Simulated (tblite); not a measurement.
C4H11N2PSi.
Structure used (GFN2-xTB), in Å, numbered top down from 1:
```xyz
19
C4H11N2PSi angstrom
N      0.114    1.667    1.573
P      0.332    0.593    0.293
N      1.769    0.714   -0.310
Si     2.494   -0.200   -1.573
C     -1.153    0.827   -0.724
C     -2.072   -0.089   -0.453
C     -1.785   -1.063    0.650
C     -0.289   -1.015    0.968
H      0.919    1.616    2.192
H      0.042    2.619    1.227
H      1.572   -1.063   -2.328
H      3.521   -1.055   -0.969
H      3.088    0.779   -2.484
H     -1.228    1.579   -1.492
H     -3.029   -0.151   -0.951
H     -2.372   -0.771    1.525
H     -2.104   -2.068    0.364
H      0.249   -1.813    0.451
H     -0.079   -1.096    2.034
```

Computed values, GFN2-xTB/tblite, gas phase, harmonic and unscaled. Against measured fundamentals such values can be off by several per cent, at times by over 20. Modes of hydrogen on silicon can be 10 to 20 % off. One conformer, not necessarily the lowest. The optimisation stopped once no atom felt more than 0.01 eV/Å.

Lowest wavenumbers of the output (negative numbers stand for imaginary wavenumbers):
```
mode    cm-1
  1     -64.2
  2      50.3
  3      61.0
  4     104.0
  5     130.2
  6     177.1
  7     236.5
  8     270.9
```

Is this structure a minimum?

No. 1 mode is imaginary beyond 20i (64i cm⁻¹), so at this level the point lies at or near a first-order saddle.

Which atoms move in the imaginary mode?

64i: H12 (Si–H hydrogen) 34 %, H13 (Si–H hydrogen) 34 %, H11 (Si–H hydrogen) 27 %. These are shares of the mass-weighted motion.

What is the remedy?

Step along that mode in both directions, optimise again with tighter thresholds and repeat the frequencies. The zero-point energy of this point (88.7 kcal/mol) counts the 50 real modes alone, and thermal corrections from it aren't those of a minimum.
